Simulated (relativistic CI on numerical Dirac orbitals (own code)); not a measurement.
## Radial parameters of Eu⁴⁶⁺

These numbers are calculated, not measured: Dirac-Coulomb-Breit CI, orbitals from a KLI potential per configuration, a model potential for QED, unscaled Slater integrals (own radial code, finite nucleus).

Slater integrals F^k, G^k are unscaled and averaged over j, outside the closed core [Ne]; ζ comes from projecting the Hamiltonian with its Breit term on Σ l·s of the shell.

- 3s2.3p5: ζ(3p) = 870670 cm⁻¹; <r>(3p) = 0.2237, <r^2>(3p) = 0.05789 (bohr units).
- 3s2.3p4.3d: F^2(3p,3p) = 439080, ζ(3p) = 869820, F^2(3p,3d) = 442420, G^1(3p,3d) = 461780, G^3(3p,3d) = 311460, ζ(3d) = 118660 cm⁻¹; <r>(3p) = 0.2239, <r^2>(3p) = 0.05798, <r>(3d) = 0.1981, <r^2>(3d) = 0.04532 (bohr units).
- 3s.3p5.3d: G^1(3s,3p) = 555780, ζ(3p) = 869600, G^2(3s,3d) = 348840, F^2(3p,3d) = 442190, G^1(3p,3d) = 461680, G^3(3p,3d) = 311350, ζ(3d) = 119220 cm⁻¹; <r>(3s) = 0.2298, <r^2>(3s) = 0.06023, <r>(3p) = 0.224, <r^2>(3p) = 0.05804, <r>(3d) = 0.1983, <r^2>(3d) = 0.04539 (bohr units).

Averages of the first 10 configurations, taken without configuration mixing, which lowers the lowest level and can move excited configurations by several eV; other configurations of the list can lie among them:

| Configuration | Parity | States | Average energy above the lowest level (eV) |
| --- | --- | --- | --- |
| 3s2.3p5 | odd | 6 | 62.8 |
| 3s.3p6 | even | 2 | 339.6 |
| 3s2.3p4.3d | even | 150 | 341.6 |
| 3s.3p5.3d | odd | 120 | 610.2 |
| 3p6.3d | even | 10 | 897.8 |
| 3s.3p4.3d2 | even | 1350 | 888.2 |
| 3s2.3p3.3d.4p | even | 1200 | 2200.6 |
| 3p6.4s | even | 2 | 2378.2 |
| 3s.3p4.3d.4s | even | 600 | 2357.6 |
| 3s2.3p4.4s | even | 30 | 1818.9 |
